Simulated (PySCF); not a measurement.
Computed Raman spectrum (relative Raman activity) of a molecule C2H6N2OSi. Geometry optimised at B3LYP-D3(BJ)/def2-SVP. One conformer was computed; it need not be the lowest. These are B3LYP-D3(BJ)/def2-SVP (PySCF) values and carry that method's errors. Frequencies are harmonic and unscaled.

Lines under 2 % of the strongest are left out, and lines within 2 cm⁻¹ are merged.

| ν (cm⁻¹) | relative intensity |
|---|---|
| 46 | 2.2 |
| 54 | 2.0 |
| 550 | 2.9 |
| 645 | 2.5 |
| 703 | 7.1 |
| 779 | 2.3 |
| 836 | 3.7 |
| 886 | 3.2 |
| 895 | 6.2 |
| 932 | 4.7 |
| 1432 | 9.6 |
| 1434 | 8.8 |
| 1508 | 30 |
| 1548 | 5.2 |
| 2252 | 100 |
| 2443 | 3.8 |
| 3033 | 97 |
| 3122 | 56 |
| 3134 | 71 |
| 3563 | 96 |
| 3653 | 59 |

Which molecule gave these data?
A) N[Si]1(N)C=CO1
B) C[Si@@H](N)N=C=O
C) CC1=N[Si@@H](N)O1
D) N[Si@]1(O)C=NC1

B, C[Si@@H](N)N=C=O
